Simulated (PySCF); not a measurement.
C2H11NSi2, SMILES [SiH2](N)[SiH2]CC (GFN2-xTB optimised geometry):

```
16

C      1.232    -1.959     1.113
C      1.669    -1.108    -0.073
Si     0.988     0.671     0.000
Si    -1.318     0.671     0.000
N     -1.783     2.333     0.000
H      1.566    -1.512     2.047
H      0.147    -2.046     1.146
H      1.650    -2.964     1.051
H      2.759    -1.084    -0.108
H      1.344    -1.591    -0.997
H      1.594     1.393    -1.131
H      1.573     1.296     1.203
H     -1.912    -0.096     1.119
H     -1.965     0.142    -1.208
H     -2.759     2.566    -0.091
H     -1.350     2.964     0.654
```

Calculation: B3LYP/def2-TZVP (PySCF 2.14.0).

Problem. What are the frontier orbital energies and the dipole moment?

Solution. HOMO-2 -8.36 eV, HOMO-1 -7.89 eV, HOMO -6.99 eV, LUMO -0.57 eV, LUMO+1 0.37 eV; dipole moment 0.80 D.

Meta-Löwdin charges at B3LYP/def2-TZVP: C1 -0.32, C2 -0.41, Si3 0.38, Si4 0.53, N5 -0.74, H6 0.11, H7 0.10, H8 0.11, H9 0.11, H10 0.11, H11 -0.09, H12 -0.10, H13 -0.14, H14 -0.11, H15 0.23, H16 0.23.
